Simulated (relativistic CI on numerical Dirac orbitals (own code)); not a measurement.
**Electric-dipole lines of Pr42+**

These numbers are calculated, not measured: Dirac-Coulomb-Breit CI, separate exchange-only KLI orbitals for each configuration, a model potential for QED, unscaled Slater integrals (own radial code, finite nucleus).

CI space (outside the closed core [Ne]): 3s2.3p5, 3s.3p6, 3s2.3p4.3d, 3s.3p5.3d, 3p6.3d, 3s.3p4.3d2, 3s2.3p3.3d.4p, 3p6.4s, 3s.3p4.3d.4s, 3s2.3p4.4s, 3p6.4p, 3s2.3p4.4p, 3s2.3p3.3d2, 3s2.3p2.3d3, 3s.3p3.3d3, 3s2.3p2.3d2.4s, 3s2.3p2.3d2.4p. Double excitations out of closed p, d and f shells are left out; levels of such configurations are missing from the list, as are those of other unlisted configurations, and high levels can miss mixing partners.

| λ vac (Å) | Lower | Upper | A (s⁻¹) | E lower (eV) | E upper (eV) |
| --- | --- | --- | --- | --- | --- |
| 36.480 | 3s2.3p4.3d 2D_3/2 [7] | 3s2.3p3.3d2 2D°_3/2 [115] | 1.37e+12 | 196.700 | 536.565 |
| 36.543 | 3s2.3p4.3d 4D_3/2 [3] | 3s2.3p3.3d2 4P°_1/2 [95] | 1.48e+12 | 175.561 | 514.848 |
| 36.725 | 3s2.3p4.3d 4D_5/2 [4] | 3s2.3p3.3d2 4D°_3/2 [97] | 1.06e+12 | 178.877 | 516.479 |
| 36.747 | 3s2.3p4.3d 4F_7/2 [6] | 3s2.3p3.3d2 4D°_5/2 [100] | 1.22e+12 | 183.554 | 520.955 |
| 36.763 | 3s2.3p4.3d 4F_9/2 [10] | 3s2.3p3.3d2 4D°_7/2 [125] | 1.12e+12 | 206.194 | 543.442 |
| 36.784 | 3s2.3p4.3d 2F_7/2 [8] | 3s2.3p3.3d2 2D°_5/2 [123] | 8.04e+11 | 203.908 | 540.972 |
| 36.993 | 3s2.3p4.3d 4F_7/2 [6] | 3s2.3p3.3d2 4F°_7/2 [98] | 1.16e+12 | 183.554 | 518.708 |
| 37.034 | 3s2.3p4.3d 4D_5/2 [4] | 3s2.3p3.3d2 4D°_5/2 [94] | 5.15e+11 | 178.877 | 513.666 |
| 37.304 | 3s2.3p4.3d 2D_5/2 [11] | 3s2.3p3.3d2 2F°_5/2 [137] | 1.08e+12 | 227.109 | 559.473 |
| 37.432 | 3s2.3p4.3d 4F_9/2 [10] | 3s2.3p3.3d2 4F°_9/2 [116] | 5.61e+11 | 206.194 | 537.422 |
| 37.450 | 3s2.3p5 2P°_3/2 [1] | 3s2.3p4.3d 2S_1/2 [25] | 1.69e+12 | 0.000 | 331.069 |
| 37.728 | 3s2.3p5 2P°_3/2 [1] | 3s2.3p4.3d 2P_3/2 [24] | 8.56e+11 | 0.000 | 328.624 |
| 37.732 | 3s2.3p4.3d 2F_7/2 [8] | 3s2.3p3.3d2 2G°_7/2 [112] | 6.01e+11 | 203.908 | 532.503 |
| 37.816 | 3s2.3p4.3d 4F_9/2 [10] | 3s2.3p3.3d2 4G°_11/2 [113] | 5.51e+11 | 206.194 | 534.053 |
| 37.836 | 3s2.3p5 2P°_3/2 [1] | 3s2.3p4.3d 2D_5/2 [23] | 8.59e+11 | 0.000 | 327.684 |
| 38.296 | 3s2.3p5 2P°_1/2 [2] | 3s2.3p4.3d 2D_3/2 [58] | 8.24e+11 | 117.971 | 441.725 |
| 38.486 | 3s2.3p4.3d 2F_7/2 [8] | 3s2.3p3.3d2 4F°_9/2 [104] | 3.88e+11 | 203.908 | 526.063 |
| 49.741 | 3s2.3p5 2P°_1/2 [2] | 3s2.3p4.3d 2P_1/2 [32] | 6.84e+11 | 117.971 | 367.232 |
| 52.153 | 3s2.3p4.3d 4F_7/2 [6] | 3s2.3p3.3d2 2G°_9/2 [47] | 2.56e+11 | 183.554 | 421.286 |
| 52.934 | 3s2.3p5 2P°_3/2 [1] | 3s2.3p4.3d 2D_5/2 [13] | 2.41e+11 | 0.000 | 234.225 |

Terms are leading LS components. Brackets give the number of a level in order of energy, since labels repeat. The list gives strong lines, with weight on those to low levels, without lines whose two gauges differ by over a factor of 2.5, among the lowest 200 of 2504 levels, so that lines to higher ones, which can be the strongest, are missing. Levels whose partners in the same complex of configurations lie outside the list can be far off, and so can their lines. Rates are taken at the computed energies, electric ones in the length gauge.

At this charge energies of transitions that change n are usually good to better than 1 %, and those within a shell (Δn = 0) to a few per cent.

LS names give the leading component of a level, which can be under half, so a name can repeat, a term be missing and a line seem to break the LS rules.
